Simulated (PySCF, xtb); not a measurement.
C2H10FNSi2, SMILES C([SiH2]C[SiH2]F)N. One conformer was computed; it need not be the lowest.

Harmonic wavenumbers (cm⁻¹) from GFN2-xTB in xtb at its own minimum, in rising order: 35, 46, 71, 92, 146, 240, 253, 285, 434, 475, 559, 576, 643, 694, 706, 713, 743, 769, 777, 782, 803, 846, 950, 1015, 1082, 1104, 1138, 1244, 1333, 1450, 1486, 1579, 2171, 2280, 2300, 2333, 2811, 2959, 2973, 2988, 3373, 3415.

### Question
What does B3LYP-D3(BJ)/def2-SVP (PySCF) give at its own minimum? (The exact figures need the calculation; the answer reports its results.)

### Answer
41, 53, 82, 114, 147, 272, 282, 297, 465, 523, 595, 646, 685, 742, 753, 788, 810, 852, 857, 898, 930, 961, 968, 1026, 1072, 1079, 1103, 1263, 1339, 1381, 1461, 1639, 2197, 2235, 2242, 2246, 2917, 3031, 3045, 3091, 3486, 3562. Paired by order, the mean absolute difference is 53 cm⁻¹ and the zero-point energies are 72.4 and 74.6 kcal/mol.
